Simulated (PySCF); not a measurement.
C2H2Cl2, SMILES Cl/C=C\Cl.

Geometry: ωB97X-D3(BJ)/def2-SVP.

Method: PBE/def2-TZVPD run with PySCF.

The total energy comes out as -997.37257 hartree. The point group comes out as C2v and the highest occupied level comes out as -6.27 eV. The lowest empty level is -1.60 eV and the orbital gap comes out as 4.68 eV. The dipole moment comes out as 1.74 D and the quadrupole, principal values (traceless, Buckingham form, about the centre of nuclear charge) comes out as -3.45, -1.81, 5.26 D·Å. The mean static polarisability comes out as 56.6 bohr³ (8.38 Å³) and the polarisability, principal values is 39.6, 56.1, 74.1 bohr³.
